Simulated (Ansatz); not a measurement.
Single points on the cluster CdO2.

```yaml
crystal:
  periodic: [false, false, false]
  atoms:
    - {symbol: Cd, position_ang: [2.326296, 1.054517, 0.464609]}
    - {symbol: O, position_ang: [-1.578450, -0.323745, -0.620655]}
    - {symbol: O, position_ang: [-0.747846, -0.730772, 0.156047]}
basis:
  gaussian: {orbitals: def2-TZVP, initial_orbitals: start.molden}
magnetization: {spin_polarized: true, initial_magnetization: 2}
hamiltonian: {xc: {name: CAM-B3LYP}, dispersion: d4}
scf: {omitted_lower_state_checks: [starts]}
output: {orbitals: {seedname: orbitals}}
```

The file start.molden holds the orbitals of an earlier run on this structure, at another level or in another basis.

```sh
$ ansatz run in.yaml --threads 4 --pin off --events-out ev --progress --plain --max-ram 3916MiB
```

Shortened log:

```
Functional definition: CAM-B3LYP
687 factors; their error is unknown
140 factors; integrals over basis functions are off by at most 3.8e-5 eV
mean field evaluation 1: about -8655.7188 eV, gradient 4.1e0 eV
mean field evaluation 2: about -8655.7557 eV, gradient 4.0e-2 eV
mean field evaluation 4: about -8655.8297 eV, gradient 3.5e-4 eV
mean field evaluation 8: about -8655.8297 eV, gradient 2.3e-5 eV
mean field -8655.82972679 eV, -318.0958753275 hartree, gradient 2.3e-5 eV, S^2 2.009507; 0 other end points of the search recorded, 0 dependent functions left out
reference -8655.82982817 eV, -318.0958790532 hartree; 19, 17 occupied and 83, 85 virtual orbitals, 687 factors
Total energy: -8655.86164295 eV, -318.0970482246 hartree
Checks for a lower state left out: starts
```

It took 1.1 s on 4 threads of Arm Neoverse V1 on a shared host.

As the first input, with `hamiltonian: {xc: {name: BLYP}, dispersion: d4}` (abridged; 0.9 s):

```
Functional definition: BLYP
mean field -8657.03967778 eV, -318.1403402062 hartree, gradient 7.3e-6 eV, S^2 2.004930
Total energy: -8657.10881760 eV, -318.1428810475 hartree
Checks for a lower state left out: starts
```

First input, but with `hamiltonian: {xc: hse06, dispersion: d4}` (abridged; 1.2 s):

```
Functional definition: HSE06
mean field -8653.31017485 eV, -318.0032835014 hartree, gradient 1.0e-5 eV, S^2 2.009855
Total energy: -8653.33880692 eV, -318.0043357106 hartree
Checks for a lower state left out: starts
```

First input, but with `hamiltonian: {xc: pbe0, dispersion: d4}` and without the key `scf` (abridged; 1.4 s):

```
Functional definition: PBE0
mean field evaluation 16: about -8653.3980 eV, gradient 1.2e-1 eV
mean field -8653.49692597 eV, -318.0101464783 hartree, gradient 1.0e-5 eV, S^2 2.009820; 1 other end points of the search recorded, 0 dependent functions left out
Total energy: -8653.52711508 eV, -318.0112559079 hartree
```

The first input with `gaussian: {orbitals: STO-3G}`, `hamiltonian: {xc: hf}` (abridged; 0.35 s):

```
Functional definition: HF
mean field evaluation 16: about -151272.6230 eV, gradient 8.3e-1 eV
mean field -151272.67394398 eV, -5559.1682311402 hartree, gradient 6.2e-6 eV, S^2 2.003523
Total energy: -151272.67394398 eV, -5559.1682311402 hartree
Checks for a lower state left out: starts
```

As the first input, with `correlation: {method: mp2}` and without the key `hamiltonian` (abridged; 0.8 s):

```
Functional definition: HF
mean field -8614.18047549 eV, -316.5652935730 hartree, gradient 1.7e-6 eV, S^2 2.045889
2 core orbitals not correlated: weight in the atoms' cores, before any rotation towards them, 1.000 or more for the frozen orbitals, at most 0.000 for the correlated occupied ones
second order -25.33504342 eV of doubles, -0.00000000 eV of singles
Total energy: -8639.51551891 eV, -317.4963392461 hartree
Checks for a lower state left out: starts
```

First input, but with `hamiltonian: {xc: pbe, dispersion: d4}` (abridged; 0.85 s):

```
Functional definition: PBE
mean field -8654.26591556 eV, -318.0384063248 hartree, gradient 7.1e-5 eV, S^2 2.004351
Total energy: -8654.29947956 eV, -318.0396397791 hartree
Checks for a lower state left out: starts
```

Geometry: r2SCAN-D4/def2-TZVP.

In the def2 sets Cd takes a core potential, while STO-3G treats all electrons; there is no spin–orbit coupling. HSE06 is defined as in plane-wave codes, on full-range PBE exchange. Correlated methods freeze 2 core orbitals; core or outer-core shells of Cd are correlated, in sets that lack core-valence functions. The structure holds 1 bond(s) between oxygen atoms. In the triplet geometry the species has come apart into loosely held pieces. The structure comes from a short search, and lower isomers may exist.
